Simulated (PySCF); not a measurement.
Gas-phase reaction: GeH₄ + 6 F → GeF₂ + 4 HF

Energies from PySCF (xtb for GFN2), thermal terms from the rigid-rotor harmonic-oscillator model, ideal gas at 1 bar. † marks an energy on the PBE0/def2-TZVP geometry and frequencies; other levels use their own. Open shells (unrestricted): F (multiplicity 2); the rest are closed-shell singlets. GFN2 has no spin-polarisation term. Spin-orbit splitting is ignored; it lowers the true energy and changes the entropy of F. Ge: all electrons, no relativistic terms.

PBE0/def2-TZVP gives ΔH°(298 K) = -2069 kJ.

What do GFN2-xTB, M06-2X/def2-TZVP†, PBE0/def2-SVP† give?

GFN2-xTB: -1994 kJ; M06-2X/def2-TZVP†: -2147 kJ; PBE0/def2-SVP†: -1997 kJ. For scale, ΔH°(298 K) is -2069 kJ at this level, -2120 kJ at ωB97M-V/def2-TZVP†, and runs from -2572 to -1184 kJ over the 20 levels computed († marks an energy on the PBE0/def2-TZVP geometry).
